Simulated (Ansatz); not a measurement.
Molecular dynamics of C4H8ClFSi

input.yaml

```yaml
crystal:
  periodic: [false, false, false]
  atoms:
    - { symbol: C, position_ang: [0.921304, -1.648055, 0.334337] }
    - { symbol: C, position_ang: [0.717502, -0.44814, -0.604495] }
    - { symbol: C, position_ang: [-0.097906, 0.739613, 0.00891] }
    - { symbol: Si, position_ang: [-1.946597, 0.476205, 0.034315] }
    - { symbol: C, position_ang: [0.519201, 1.792725, 0.551959] }
    - { symbol: F, position_ang: [-0.229645, 2.820401, 1.087301] }
    - { symbol: Cl, position_ang: [2.303109, 2.024318, 0.404274] }
    - { symbol: H, position_ang: [0.003756, -1.968444, 0.861827] }
    - { symbol: H, position_ang: [1.671474, -1.534476, 1.084686] }
    - { symbol: H, position_ang: [1.15539, -2.361689, -0.441662] }
    - { symbol: H, position_ang: [1.677203, -0.069615, -0.883119] }
    - { symbol: H, position_ang: [0.243981, -0.860442, -1.502288] }
    - { symbol: H, position_ang: [-2.717757, 1.431022, -0.717459] }
    - { symbol: H, position_ang: [-2.120541, -0.750089, -0.623604] }
    - { symbol: H, position_ang: [-2.415959, 0.421685, 1.385249] }
basis:
  gaussian: { orbitals: STO-3G }
hamiltonian:
  xc: pbe0
md:
  timestep: 0.5
  n_steps: 342
  ensemble: nve
  temperature: 300.0
  initial_velocities: maxwell_boltzmann
  seed: 21911
scf:
  lower_state_search: "off"
```

Run as:

```bash
$ ansatz run input.yaml --threads 1 --pin off --max-ram 2048MiB --backend cpu --events-out ev --progress --plain --runs-dir out
```

It goes on from the last frame of an earlier run, with new velocities.

Output, in part (step lines, the closing report, with atoms numbered from 0):

```
md step     0: t =     0.00 fs  T =   300.0 K  F+E_penalty+E_count = -27063.14573009 eV  E_kin = 0.504114 eV  conserved = -27062.64161609 eV  (13 SCF iters)
md step     1: t =     0.50 fs  T =   283.9 K  F+E_penalty+E_count = -27063.11797815 eV  E_kin = 0.477010 eV  conserved = -27062.64096798 eV  (19 SCF iters)
md step     2: t =     1.00 fs  T =   273.6 K  F+E_penalty+E_count = -27063.10024597 eV  E_kin = 0.459782 eV  conserved = -27062.64046445 eV  (19 SCF iters)
md step     3: t =     1.50 fs  T =   273.5 K  F+E_penalty+E_count = -27063.10008166 eV  E_kin = 0.459652 eV  conserved = -27062.64042962 eV  (19 SCF iters)
md step     4: t =     2.00 fs  T =   283.9 K  F+E_penalty+E_count = -27063.11796111 eV  E_kin = 0.477112 eV  conserved = -27062.64084872 eV  (19 SCF iters)
md step     5: t =     2.50 fs  T =   301.1 K  F+E_penalty+E_count = -27063.14742906 eV  E_kin = 0.506012 eV  conserved = -27062.64141703 eV  (19 SCF iters)
md step     6: t =     3.00 fs  T =   320.0 K  F+E_penalty+E_count = -27063.17955356 eV  E_kin = 0.537746 eV  conserved = -27062.64180795 eV  (19 SCF iters)
md step     7: t =     3.50 fs  T =   336.8 K  F+E_penalty+E_count = -27063.20787731 eV  E_kin = 0.565994 eV  conserved = -27062.64188284 eV  (19 SCF iters)
[... lines left out ...]
md step   339: t =   169.50 fs  T =   286.2 K  F+E_penalty+E_count = -27063.12249370 eV  E_kin = 0.480947 eV  conserved = -27062.64154648 eV  (20 SCF iters)
md step   340: t =   170.00 fs  T =   282.2 K  F+E_penalty+E_count = -27063.11538273 eV  E_kin = 0.474195 eV  conserved = -27062.64118812 eV  (20 SCF iters)
md step   341: t =   170.50 fs  T =   280.5 K  F+E_penalty+E_count = -27063.11222465 eV  E_kin = 0.471293 eV  conserved = -27062.64093158 eV  (19 SCF iters)
md step   342: t =   171.00 fs  T =   283.2 K  F+E_penalty+E_count = -27063.11679096 eV  E_kin = 0.475804 eV  conserved = -27062.64098649 eV  (19 SCF iters)
Total energy: -27063.11681043 eV, -994.5511987438 hartree
Atom 0 at     1.024605    -1.700566     0.338234 Å, force    -2.494999    -0.337884    -3.355540 eV/Å
Atom 1 at     0.584631    -0.499685    -0.688999 Å, force     1.611404    -1.426877     0.547847 eV/Å
Atom 2 at    -0.107816     0.697853    -0.007165 Å, force    -0.122302     0.186003     0.456692 eV/Å
Atom 3 at    -1.981287     0.451104     0.021135 Å, force     0.547238     1.435733     1.340127 eV/Å
Atom 4 at     0.501527     1.776318     0.599625 Å, force    -0.796016    -0.672451    -1.775744 eV/Å
Atom 5 at    -0.160165     2.893061     1.040448 Å, force     0.512189    -0.977529     0.051698 eV/Å
Atom 6 at     2.315905     2.068444     0.456597 Å, force    -0.516506    -0.172983     0.255193 eV/Å
Atom 7 at     0.087491    -2.111864     0.759907 Å, force     0.554383     0.295000     0.536645 eV/Å
Atom 8 at     1.751161    -1.419646     1.049773 Å, force     0.873967     0.956657     1.570850 eV/Å
Atom 9 at     1.472105    -2.551072    -0.226096 Å, force    -0.233338     0.693571    -0.086788 eV/Å
Atom 10 at     1.520926    -0.191707    -1.194004 Å, force    -0.151972     0.223163     0.123431 eV/Å
Atom 11 at    -0.068738    -0.947222    -1.500916 Å, force     0.524268     0.524042     1.122655 eV/Å
Atom 12 at    -2.624979     1.707525    -0.275364 Å, force    -0.115433    -0.051888    -0.230895 eV/Å
Atom 13 at    -2.403392    -0.593517    -0.831158 Å, force    -0.075710    -0.516684    -0.636747 eV/Å
Atom 14 at    -2.349025     0.126517     1.375731 Å, force    -0.117172    -0.157872     0.080577 eV/Å
Dipole moment:    -0.434888    -0.287772    -0.103127 e Å
```

The steps, from the saved trajectory:

```json
{"time (fs)": "0.0", "T (K)": "300", "potential energy less start (eV)": "0.000", "conserved less start (meV/atom)": "0.00"}
{"time (fs)": "5.5", "T (K)": "390", "potential energy less start (eV)": "-0.150", "conserved less start (meV/atom)": "0.04"}
{"time (fs)": "11.0", "T (K)": "354", "potential energy less start (eV)": "-0.090", "conserved less start (meV/atom)": "0.10"}
{"time (fs)": "16.5", "T (K)": "240", "potential energy less start (eV)": "0.102", "conserved less start (meV/atom)": "0.07"}
{"time (fs)": "22.0", "T (K)": "342", "potential energy less start (eV)": "-0.071", "conserved less start (meV/atom)": "-0.06"}
{"time (fs)": "27.5", "T (K)": "335", "potential energy less start (eV)": "-0.061", "conserved less start (meV/atom)": "-0.08"}
{"time (fs)": "33.0", "T (K)": "331", "potential energy less start (eV)": "-0.052", "conserved less start (meV/atom)": "-0.02"}
{"time (fs)": "38.5", "T (K)": "399", "potential energy less start (eV)": "-0.166", "conserved less start (meV/atom)": "-0.03"}
{"time (fs)": "44.0", "T (K)": "212", "potential energy less start (eV)": "0.149", "conserved less start (meV/atom)": "0.08"}
{"time (fs)": "49.5", "T (K)": "227", "potential energy less start (eV)": "0.123", "conserved less start (meV/atom)": "0.06"}
{"time (fs)": "55.0", "T (K)": "289", "potential energy less start (eV)": "0.019", "conserved less start (meV/atom)": "0.03"}
{"time (fs)": "60.5", "T (K)": "319", "potential energy less start (eV)": "-0.032", "conserved less start (meV/atom)": "-0.02"}
{"time (fs)": "66.0", "T (K)": "400", "potential energy less start (eV)": "-0.169", "conserved less start (meV/atom)": "-0.06"}
{"time (fs)": "71.5", "T (K)": "286", "potential energy less start (eV)": "0.024", "conserved less start (meV/atom)": "0.04"}
{"time (fs)": "77.0", "T (K)": "298", "potential energy less start (eV)": "0.003", "conserved less start (meV/atom)": "0.02"}
{"time (fs)": "82.5", "T (K)": "270", "potential energy less start (eV)": "0.052", "conserved less start (meV/atom)": "0.06"}
{"time (fs)": "88.0", "T (K)": "400", "potential energy less start (eV)": "-0.168", "conserved less start (meV/atom)": "0.00"}
{"time (fs)": "93.5", "T (K)": "377", "potential energy less start (eV)": "-0.129", "conserved less start (meV/atom)": "0.00"}
{"time (fs)": "99.0", "T (K)": "312", "potential energy less start (eV)": "-0.020", "conserved less start (meV/atom)": "-0.01"}
{"time (fs)": "104.5", "T (K)": "314", "potential energy less start (eV)": "-0.023", "conserved less start (meV/atom)": "0.00"}
{"time (fs)": "110.0", "T (K)": "241", "potential energy less start (eV)": "0.100", "conserved less start (meV/atom)": "0.06"}
{"time (fs)": "115.5", "T (K)": "308", "potential energy less start (eV)": "-0.014", "conserved less start (meV/atom)": "0.02"}
{"time (fs)": "121.0", "T (K)": "356", "potential energy less start (eV)": "-0.094", "conserved less start (meV/atom)": "0.01"}
{"time (fs)": "126.5", "T (K)": "312", "potential energy less start (eV)": "-0.020", "conserved less start (meV/atom)": "0.02"}
{"time (fs)": "132.0", "T (K)": "342", "potential energy less start (eV)": "-0.070", "conserved less start (meV/atom)": "0.01"}
{"time (fs)": "137.5", "T (K)": "292", "potential energy less start (eV)": "0.015", "conserved less start (meV/atom)": "0.02"}
{"time (fs)": "143.0", "T (K)": "254", "potential energy less start (eV)": "0.078", "conserved less start (meV/atom)": "0.03"}
{"time (fs)": "148.5", "T (K)": "306", "potential energy less start (eV)": "-0.010", "conserved less start (meV/atom)": "0.03"}
{"time (fs)": "154.0", "T (K)": "328", "potential energy less start (eV)": "-0.048", "conserved less start (meV/atom)": "-0.01"}
{"time (fs)": "159.5", "T (K)": "313", "potential energy less start (eV)": "-0.023", "conserved less start (meV/atom)": "-0.02"}
{"time (fs)": "165.0", "T (K)": "348", "potential energy less start (eV)": "-0.080", "conserved less start (meV/atom)": "-0.01"}
{"time (fs)": "170.5", "T (K)": "280", "potential energy less start (eV)": "0.034", "conserved less start (meV/atom)": "0.05"}
```

The run went to its last step. The conserved energy stayed within 0.13 meV per atom of its start (net change 0.042 meV per atom), so the integration is sound. A run of 0.17 ps of so small a system gives no equilibrium averages. Limits of this set-up: minimal basis.

The same pairs are bonded in the first frame and the last. Pairs count as bonded within 1.25 times the sum of covalent radii (0.12 Å more for H–H).

Last frame:

```xyz
15
Properties=species:S:1:pos:R:3
C 1.025 -1.701 0.338
C 0.585 -0.500 -0.689
C -0.108 0.698 -0.007
Si -1.981 0.451 0.021
C 0.501 1.776 0.600
F -0.160 2.893 1.040
Cl 2.316 2.068 0.457
H 0.087 -2.112 0.760
H 1.751 -1.420 1.050
H 1.472 -2.551 -0.226
H 1.521 -0.192 -1.194
H -0.069 -0.947 -1.501
H -2.625 1.708 -0.275
H -2.403 -0.594 -0.831
H -2.349 0.127 1.376
```

The run took 20 min on 1 thread of Arm Neoverse V1, on a shared host, peak memory 0.23 GiB.
